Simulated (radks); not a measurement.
Results of a calculation; reference values are marked as such.
The fluorine anion F-, [Ne], held by a Watson sphere: a shell of charge +1 at radius R that stands for the Madelung well of a crystal (potential energy -1/R inside, -1/r outside, in hartree with lengths in bohr). Level of theory: non-relativistic Kohn-Sham, PBEsol, spin-polarised, spherical densities, point nucleus (a radial shooting solver on a logarithmic mesh with Libxc functionals). Response by self-consistent Sternheimer equations with the Hartree and adiabatic LDA kernel. The sphere does not respond.

| R (bohr) | e(1s) (eV) | e(2s) (eV) | e(2p) (eV) | <r> 2p (bohr) | sum of <r^2> (bohr^2) | X-ray form factor at sin(theta)/lambda = 0.2 1/angstrom | alpha (bohr^3) |
|---|---|---|---|---|---|---|---|
| 2 | -655.83 | -27.267 | -9.049 | 1.220 | 14.96 | 6.975 | 7.821 |
| 3.11 | -653.88 | -24.451 | -6.373 | 1.280 | 16.76 | 6.864 | 13.02 |
| 3.36 | -653.49 | -23.994 | -5.919 | 1.288 | 17.04 | 6.855 | 14.24 |
| 3.5 | -653.28 | -23.759 | -5.685 | 1.292 | 17.19 | 6.851 | 14.91 |
| 3.55 | -653.20 | -23.678 | -5.605 | 1.293 | 17.23 | 6.849 | 15.15 |
| 3.86 | -652.78 | -23.213 | -5.139 | 1.300 | 17.51 | 6.843 | 16.64 |
